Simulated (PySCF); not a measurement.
A structure optimised at PBE0-D3(BJ)/def2-SVP, used in a PySCF frequency run:

```
Ga
Cl 1 2.1334
Cl 1 2.1367 2 117.79
Se 1 2.2976 2 120.57 3 180.00
H 4 1.4723 1 90.69 2 180.00
```
Charge 0, spin multiplicity 1.

**Question.** Write its SMILES, formula and point group.

**Answer.** [Cl][Ga]([Cl])[SeH], Cl2GaHSe, Cs

**Question.** What are its rotational constants (standard atomic weights)?

**Answer.** 2.1137, 1.1034, 0.72495 GHz
